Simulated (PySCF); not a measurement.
# UHF on As (arsenic, neutral)

Configuration: [Ar] 3d10 4s2 4p2 5s1, high-spin 4P determinant (an excited configuration). All numbers are calculated (PySCF 2.14, scalar relativity through the core potential, in aug-cc-pwCVDZ-PP with ECP10MDF (6s5p4d1f, 48 functions)).

```
Total energy                                                  : -330.961941 hartree
One-electron energy                                           : -583.2195 hartree
Hartree (Coulomb) energy                                      : 277.8053 hartree
Exchange energy                                               : -25.5477 hartree
⟨S²⟩                                                          : 3.7586
⟨L²⟩                                                          : 2.028
Sum of ⟨r⟩                                                    : 25.53 bohr
Sum of ⟨r²⟩                                                   : 61.78 bohr²
Traceless quadrupole moment −½Σ⟨3z² − r²⟩ along its main axis : 2.23 e·bohr²
```

| shell | electrons | mean orbital energy (hartree) | spread (hartree) | rms radius, mean of both spins (bohr) |
| --- | --- | --- | --- | --- |
| 3s α | 1 | -8.26685 | 0 | 0.641 |
| 3s β | 1 | -8.25169 | 0 | 0.641 |
| 3p α | 3 | -6.17881 | 0.00065 | 0.668 |
| 3p β | 3 | -6.16305 | 0.02075 | 0.668 |
| 3d α | 5 | -2.24713 | 0.01041 | 0.743 |
| 3d β | 5 | -2.23727 | 0.02019 | 0.743 |
| 4s α | 1 | -0.92761 | 0 | 2.06 |
| 4s β | 1 | -0.73319 | 0 | 2.06 |
| 4p α | 2 | -0.48301 | 0 | 2.56 |
| 5s α | 1 | -0.11140 | 0 | 5.58 |

Energies and moments cover only the electrons outside the core potential. The outer electron is Rydberg-like, and this basis confines it to a smaller radius and binds it less than a complete one would.
